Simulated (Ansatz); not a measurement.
The inner images of a band of BrH + ClFGeH2 (7 atoms, charge 0, multiplicity 1) are given out of order.

Level of theory: RKS B3LYP/def2-SVP (Ansatz).

Initial state:

```xyz
7
Properties=species:S:1:pos:R:3
Ge 0.380 -0.063 -0.111
Cl 0.231 -0.380 2.037
H 1.812 0.380 -0.423
H -0.776 0.842 -0.544
F 0.143 -1.619 -0.853
Br -3.584 0.584 1.719
H -2.284 0.149 2.140
```

Final state:

```xyz
7
Properties=species:S:1:pos:R:3
Ge -0.346 -0.266 -0.353
Cl -0.183 1.148 3.024
H 0.776 -0.972 0.410
H -0.290 1.256 -0.508
F -0.369 -0.939 -1.961
Br -2.390 -0.846 0.610
H -1.277 0.513 2.744
```

Question: Put them in order from the first end to the last, with their energies above the first end.
A.
```xyz
7
Properties=species:S:1:pos:R:3
Ge -0.115 0.014 -0.020
Cl -0.015 0.650 2.392
H 1.304 -0.539 0.140
H -0.445 1.425 -0.501
F -0.682 -1.062 -1.286
Br -2.546 -0.645 1.084
H -1.580 0.051 2.155
```
B.
```xyz
7
Properties=species:S:1:pos:R:3
Ge -0.335 -0.166 -0.255
Cl -0.153 0.881 2.867
H 0.903 -0.744 0.435
H -0.353 1.339 -0.537
F -0.466 -1.020 -1.766
Br -2.396 -0.728 0.735
H -1.278 0.332 2.485
```
C.
```xyz
7
Properties=species:S:1:pos:R:3
Ge 0.114 0.128 -0.022
Cl 0.132 0.515 2.205
H 1.527 -0.424 -0.082
H -0.389 1.463 -0.562
F -0.735 -1.067 -0.972
Br -2.871 -0.647 1.265
H -1.854 -0.074 2.133
```
D.
```xyz
7
Properties=species:S:1:pos:R:3
Ge 0.304 0.161 -0.052
Cl 0.202 0.360 2.125
H 1.732 -0.311 -0.315
H -0.228 1.467 -0.645
F -0.719 -1.112 -0.642
Br -3.295 -0.531 1.420
H -2.075 -0.140 2.073
```
E.
```xyz
7
Properties=species:S:1:pos:R:3
Ge -0.264 -0.086 -0.117
Cl -0.136 0.718 2.619
H 1.135 -0.607 0.281
H -0.398 1.396 -0.489
F -0.604 -1.068 -1.513
Br -2.445 -0.670 0.871
H -1.366 0.211 2.314
```
F.
```xyz
7
Properties=species:S:1:pos:R:3
Ge 0.426 0.105 -0.092
Cl 0.277 0.151 2.078
H 1.893 -0.146 -0.455
H -0.252 1.356 -0.658
F -0.485 -1.278 -0.617
Br -3.652 -0.137 1.641
H -2.284 -0.157 2.069
```
G.
```xyz
7
Properties=species:S:1:pos:R:3
Ge 0.408 0.012 -0.102
Cl 0.277 -0.117 2.066
H 1.890 0.102 -0.478
H -0.527 1.124 -0.585
F -0.194 -1.496 -0.722
Br -3.636 0.251 1.667
H -2.295 0.019 2.119
```

Answer: G (0.00 eV), F (+0.01 eV), D (+0.11 eV), C (+0.66 eV), A (+1.28 eV), E (+0.61 eV), B (+0.07 eV).

The run took 3.3 min on 4 threads of Intel(R) Xeon(R) Platinum 8488C (Sapphire Rapids), with other jobs on the host, peak memory 0.32 GiB.
